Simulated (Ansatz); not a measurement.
Cost and result up the ladder for B₃P₃H₁₂, a cluster cut from wurtzite BP (hydrogen-capped) (18 atoms). The state is a singlet with charge 0. Geometry: r2SCAN-D4/def2-SVP.

```xyz
18

B     0.848    1.675   -0.537
B     0.247   -0.592    1.844
B    -0.253   -1.370   -1.369
P     0.282    1.273    1.283
P    -0.186    0.541   -1.737
P    -0.750   -1.591    0.502
H     1.105    1.997    2.180
H    -0.964    1.897    1.563
H     0.696    2.852   -0.798
H     1.997    1.277   -0.618
H    -1.499    1.061   -1.898
H     0.295    0.728   -3.056
H    -0.249   -0.715    2.946
H     1.398   -0.983    1.756
H    -2.147   -1.384    0.669
H    -0.685   -2.968    0.825
H     0.898   -1.761   -1.451
H    -1.037   -1.936   -2.105
```

Ansatz on 4 threads of Arm Neoverse V1 on a shared host. Times are rough, and most runs start from the orbitals of an earlier one. ωB97M-V/def2-TZVP serves as the yardstick here, not as an exact answer. Differences are given only for rows in sets of like size (and for xTB, whose basis is part of the method), since another set adds its own error. Binding counts from free atoms at the same level (B doublet, P quartet, H doublet; other spins of the atoms weren't run), without zero-point energy or a counterpoise term.

Correlated methods freeze 18 core orbitals. The rows differ in basis, and correlated rows in double-zeta sets carry the largest basis error.

Correlated methods converge slowly with the basis, most of all in double-zeta sets.

```json
{"level": "HF/STO-3G", "functions": "54", "wall time": "0.25 s"}
{"level": "PBE-D4/def2-SVP", "functions": "156", "wall time": "2.1 s"}
{"level": "LDA (SPW92)/def2-TZVP", "functions": "276", "wall time": "2.3 s"}
{"level": "PBE0-D4/def2-SVP", "functions": "156", "wall time": "2.7 s"}
{"level": "PBE-D4/def2-TZVP (with forces)", "functions": "276", "wall time": "4.9 s"}
{"level": "MP2/def2-TZVP", "functions": "276", "wall time": "5.5 s"}
{"level": "PBE0-D4/def2-TZVP", "functions": "276", "wall time": "8 s"}
{"level": "r2SCAN-D4/def2-TZVP", "functions": "276", "wall time": "8 s"}
{"level": "ωB97M-V/def2-TZVP", "functions": "276", "wall time": "17 s"}
{"level": "B97M-V/def2-TZVP", "functions": "276", "wall time": "19 s"}
{"level": "CCSD(T)/def2-SVP", "functions": "156", "wall time": "26 s"}
```

Task: Estimate what each level gives for the binding energy per atom (eV).

Result: 
```tsv
level	binding energy per atom (eV)	difference from ωB97M-V/def2-TZVP (eV)
HF/STO-3G	3.51	–
PBE-D4/def2-SVP	3.32	–
LDA (SPW92)/def2-TZVP	3.71	0.41
PBE0-D4/def2-SVP	3.30	–
PBE-D4/def2-TZVP (with forces)	3.32	0.02
MP2/def2-TZVP	3.11	-0.18
PBE0-D4/def2-TZVP	3.30	0.00
r2SCAN-D4/def2-TZVP	3.30	0.00
ωB97M-V/def2-TZVP	3.30	0.00
B97M-V/def2-TZVP	3.31	0.01
CCSD(T)/def2-SVP	3.06	–
```
